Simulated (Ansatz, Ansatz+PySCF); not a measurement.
```xyz
2

C     0.0000    0.0000   -1.2892
O     0.0000    0.0000    0.9669
```

Basis set: 6-31G (spherical functions). Left uncorrelated: 2 orbitals. Charge 0, multiplicity 1.

Computed with Ansatz (development build ahead of 0.2.0); each method stands on the lowest determinant of its kind that the runs found. Restricted open shells among the atoms or ions are ROHF, correlated in semicanonical orbitals with singles.

The atomization energy at this shape (free ground-state atoms in the same class of orbitals less the molecule, no zero-point energy) of singlet CO:

```
                            method  atomization energy
full CI (lowest root of this spin)             1.28 eV
                           UHF-MP2             0.19 eV
                           RHF-MP2            -3.13 eV
                               RHF            -4.64 eV
                       UHF-CCSD(T)             0.92 eV
                       RHF-CCSD(T)            -2.82 eV
                          RHF-CCSD            -3.04 eV
```

**Question.** What does UHF give?

**Answer.** 0.06 eV. Caution: another spin multiplicity may lie lower. Caution for UHF-MP2, UHF-CCSD(T): a plain start can end on a higher determinant; large amplitudes, a single reference is doubtful. Caution for UHF-MP2, UHF, UHF-CCSD(T): the unrestricted determinant is a mixture of spin states. Caution for RHF-MP2, RHF, RHF-CCSD(T), RHF-CCSD: an unrestricted determinant lies well below; the molecule lies well above its atoms at this level. Caution for RHF-MP2, RHF-CCSD(T), RHF-CCSD: bonds are stretched, where a single reference can fail.

This basis has no polarisation functions and is too small for such energies, which can lie far from measured ones in either direction.
